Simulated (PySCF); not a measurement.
FOS (SMILES O=[S]F), doublet, geometry from GFN2-xTB; PySCF with DF-R2SCAN/6-31G.

PySCF was given this input:
```python
from pyscf import gto, scf, dft

mol = gto.M(
    atom='''
O    -1.195029   -0.511793    0.028757
S    -0.140285    0.464799    0.000719
F     1.311644   -0.371382   -0.026840
''',
    basis='6-31g',
    charge=0,
    spin=1,
    verbose=3,
)

mf = dft.UKS(mol)
mf.xc = 'r2scan'
mf = mf.density_fit(auxbasis='def2-universal-jkfit')
mf.kernel()
mf.analyze()
```

What the program printed (banner, timings and long lists left out):

```
converged SCF energy = -572.938168400315  <S^2> = 0.75212151  2S+1 = 2.0021204
**** MO energy ****
                             alpha | beta                alpha | beta
MO #1   energy= -88.7112012575963  | -88.7073615750582  occ= 1 | 1
MO #2   energy= -24.5188470657296  | -24.5165626935159  occ= 1 | 1
MO #3   energy= -19.050839347719   | -19.0354051848368  occ= 1 | 1
MO #4   energy= -8.02662333032442  | -8.02416961552117  occ= 1 | 1
MO #5   energy= -5.97387964671394  | -5.97189318711246  occ= 1 | 1
MO #6   energy= -5.96759871879754  | -5.96572669018532  occ= 1 | 1
MO #7   energy= -5.96455065241207  | -5.95485173572835  occ= 1 | 1
MO #8   energy= -1.18956450072681  | -1.18220086946659  occ= 1 | 1
MO #9   energy= -1.11629542358323  | -1.09635562941164  occ= 1 | 1
MO #10  energy= -0.669826336975806 | -0.644900925287637 occ= 1 | 1
MO #11  energy= -0.498979831154944 | -0.489788942488533 occ= 1 | 1
MO #12  energy= -0.479930431900446 | -0.442769692065018 occ= 1 | 1
MO #13  energy= -0.455631715684903 | -0.439646587364547 occ= 1 | 1
MO #14  energy= -0.381379811582646 | -0.361246552172163 occ= 1 | 1
MO #15  energy= -0.367043204209198 | -0.352819616508888 occ= 1 | 1
MO #16  energy= -0.337638554317542 | -0.323982768233093 occ= 1 | 1
MO #17  energy= -0.229035861255457 | -0.163238631441989 occ= 1 | 0
MO #18  energy= -0.0836401182873217 | -0.068795715579127 occ= 0 | 0
MO #19  energy= 0.0276273646576153 | 0.0451711818274501 occ= 0 | 0
MO #20  energy= 0.243704370288723  | 0.265002448789744  occ= 0 | 0
MO #21  energy= 0.300155965006387  | 0.329790084333725  occ= 0 | 0
MO #22  energy= 0.319397846751357  | 0.337915714899183  occ= 0 | 0
MO #23  energy= 0.396086109138075  | 0.410116725848458  occ= 0 | 0
MO #24  energy= 0.859653854301359  | 0.887586847285316  occ= 0 | 0
MO #25  energy= 0.878254356322814  | 0.923254380095563  occ= 0 | 0

To work with the spin densities directly, `use mulliken_meta_spin()` only printing them here.

 ** Mulliken spin pop alpha/beta on meta-lowdin orthogonal AOs **
 ** Mulliken Spin Density (per atom)  **
spin density of  0 O =      0.47295
spin density of  1 S =      0.47993
spin density of  2 F =      0.04712
 ** Mulliken pop alpha/beta on meta-lowdin orthogonal AOs **
 ** Mulliken atomic charges   ( Nelec_alpha | Nelec_beta ) **
charge of  0O =     -0.48935  (     4.48115      4.00820 )
charge of  1S =      0.85867  (     7.81063      7.33070 )
charge of  2F =     -0.36932  (     4.70822      4.66110 )
Dipole moment(X, Y, Z, Debye): -0.09877,  2.07845, -0.00839
```
